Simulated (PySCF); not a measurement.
Compound: C₅H₆F₄O.
Numbering: `[F:1][C@@H:2]1[O:3][CH2:4][C@H:5]1[CH2:6][C:7]([F:8])([F:9])[F:10]`

Structure used (GFN2-xTB), in Å, numbered top down from 1:
```
atom  x, y, z in Å
F1    -2.6220   -1.1762    0.6792
C2    -1.7949   -0.0888    0.6604
O3    -2.1853    0.8525   -0.2900
C4    -0.9913    0.6688   -1.0678
C5    -0.4633   -0.3610   -0.0526
C6     0.7959   -0.0039    0.7226
C7     2.0368   -0.2174   -0.1264
F8     2.0406    0.5392   -1.2338
F9     3.1552    0.0849    0.5469
F10    2.1626   -1.4876   -0.5321
H11   -1.7750    0.2974    1.6879
H12   -0.4221    1.5969   -1.1434
H13   -1.2097    0.2810   -2.0641
H14   -0.4059   -1.3788   -0.4406
H15    0.8904   -0.6399    1.6057
H16    0.7802    1.0419    1.0366
```

NICS = −σ at a ghost point: NICS(0) at the centroid of the ring atoms, NICS(1) 1 Å to either side along the normal of their mean plane, zz for the tensor component along that normal. Level: GIAO PBE0/pcSseg-1 (PySCF, non-relativistic, gas phase) on the GFN2-xTB geometry, one conformer.

Ring bond lengths (Å), with Mayer bond orders in brackets: C2–O3 1.394 (1.01), O3–C4 1.437 (0.91), C4–C5 1.539 (0.99), C5–C2 1.535 (0.98).

**Question.** What do the NICS probes read (ppm)?

**Answer.** 
```csv
ring,type,NICS(0),"NICS(1), two faces","NICS(1)zz, two faces",rms pucker (Å),"centre to ring atoms, mean (Å)"
C2–O3–C4–C5,4-membered ring with O; formal bonds all single,-0.1,-0.1 / 1.2,2.9 / 5.0,0.01,1.04
```

**Question.** What can be read from them?

**Answer.** 
- C2–O3–C4–C5: mean NICS(1)zz 3.9 ppm, deshielded. C2, C4, C5 have four or more neighbours, so the value isn't read as a sign of a π ring current.

Time: 29 s wall; peak memory 0.87 GiB. Hardware: one thread of an Intel Xeon Platinum 8488C (shared host). This is the whole shielding run at PBE0/pcSseg-1, SCF included.
